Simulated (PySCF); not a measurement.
# Cd²⁶⁺: ionisation energy

Cd²⁶⁺ [Ar] 3d4 [3d3/2^4, M_J = 0] → Cd²⁷⁺ [Ar] 3d3 [3d3/2^3, M_J = 3/2], as a difference of total energies. All numbers are calculated (PySCF 2.14, the two-component X2C-1e Hamiltonian, in an uncontracted even-tempered set (16 s from 3.7 bohr⁻², ratio 2.8; 12 p from 4.8 bohr⁻², ratio 2.8; 8 d from 4.8 bohr⁻², ratio 2.8; 3 f from 17 bohr⁻², ratio 3)). Correlated levels: [Ne] frozen; the 74 highest virtual spinors dropped. "Screened" scales the spin-orbit matrix elements by Boettger's factors to mimic the two-electron term; Breit and QED terms are absent.

```
                    method  ionisation energy (eV)
           GHF (spin-free)                  1399.7
          GMP2 (spin-free)                  1400.0
 GHF (screened spin-orbit)                  1399.1
GMP2 (screened spin-orbit)                  1399.7
```

Breit and QED terms and the two-electron picture change are absent.

The spin-free rows relax to the high-spin LS determinant and lack the spin-orbit shift.

The labels give the starting determinants; with spin-orbit coupling the two ends relaxed to ⟨J²⟩ = 1.35, ⟨L²⟩ = 4.24, ⟨S²⟩ = 4.24 and ⟨J²⟩ = 4.76, ⟨L²⟩ = 10.63, ⟨S²⟩ = 3.08.

The determinant of Cd²⁶⁺ and of Cd²⁷⁺ mixes levels of different J (the jj label is only the starting occupation), so the difference between spin-free and spin-orbit rows is not the physical spin-orbit shift.

For comparison: 1401 ± 4 eV (theoretical estimate listed by NIST; NIST Atomic Spectra Database, ionization energies).
